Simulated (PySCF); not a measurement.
Compound: C₉H₇F.
InChI=1S/C9H7F/c1-2-8-5-7-3-4-9(8,10)6-7/h1,3-5,7H,6H2/t7-,9+/m0/s1

Linear response at CAM-B3LYP/def2-SVPD (PySCF, frozen core in the response, non-relativistic). Geometry: PBE0-D3(BJ)/def2-SVP; no solvent, vibrations or thermal averaging.

Static isotropic polarisability: 97.43 au (14.44 Å³), principal values 75.4, 85.6, 131.4 au.

(1) What is the polarisability at 1064 nm and at the sodium D line?

(2) What is the isotropic C6 coefficient between two such molecules, C6 = (3/π)∫α(iω)² dω?

(3) Which effective excitation energy ω̄ makes London's formula C6 = (3/4)α²ω̄ exact here?

(4) How many electrons N does the Slater–Kirkwood formula C6 = (3/4)·√N·α^(3/2) need to give this C6?

(5) What n − 1 at the D line would an ideal gas of it have at 273.15 K and 1 atm (2.6868 × 10¹⁹ cm⁻³), by n − 1 = 2π·N·α′?

(6) What three-body coefficient follows from the one-pole estimate C9 = (3/4)·α·C6?

(7) The lowest 6 singlets have (eV, f): 4.69, 0.066; 5.13, 0.036; 5.82, 0.002; 5.93, 0.075; 6.20, 0.031; 6.66, 0.004. What share of the static polarisability do they carry in the sum over states α = Σ f/ω²?

## Answers

(1) 98.52 au at 1064 nm (+1.1 %), 101.20 au at 589.3 nm (+3.9 %). The rise at 589.3 nm is 3.47 times that at 1064 nm; a pure ω² law gives 3.26. The lowest singlet lies at 264 nm, shorter than both wavelengths.

(2) 3738 au (Eh·bohr⁶) by a ten-point quadrature over imaginary frequencies, which is 2230 eV·Å⁶ or 216 J·nm⁶/mol.

(3) ω̄ = 4·C6/(3α²) = 0.525 Eh = 14.3 eV. A one-pole form α(ω) = α/(1 − ω²/ω̄²) fitted to the 1064 nm value gives 11.1 eV.

(4) N = (4·C6/3)²/α³ = 26.9; the species has 70 electrons in all.

(5) 25.32 × 10⁻⁴, a formal value whether or not that pressure can be reached.

(6) 273000 au. This is an estimate from the two numbers above, not a computed integral.

(7) 5.53 au, 5.7 % of α; the largest term, 2.22 au, is that of the state at 4.69 eV. Their oscillator strengths add up to 0.21. Higher states carry the rest.
